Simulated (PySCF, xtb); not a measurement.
BI3, SMILES I[B-](I)I, charge -1, multiplicity 2.

Coordinates come from a r2SCAN-D4/def2-SVPD optimisation. The def2 effective core potentials stand for the cores of I; spin–orbit coupling is left out.

Method: IEF-PCM-ωB97X/def2-SVPD (PySCF).

The values are the electrostatic part of the solvation free energy, E(continuum) − E(gas) at the gas-phase geometry, in a cavity of scaled van der Waals radii (PySCF's table); cavitation and dispersion terms are not included.

```json
[
 {"solvent": "water", "ε": "78.36", "ΔG(elec) (kcal/mol)": "-43.8"},
 {"solvent": "n-hexane", "ε": "1.88", "ΔG(elec) (kcal/mol)": "-20.2"},
 {"solvent": "ethanol", "ε": "24.85", "ΔG(elec) (kcal/mol)": "-42.5"}
]
```

For comparison, GFN2-xTB/ALPB(water) (xtb, at the GFN2-xTB geometry, all terms of that model) gives -53.5 kcal/mol.
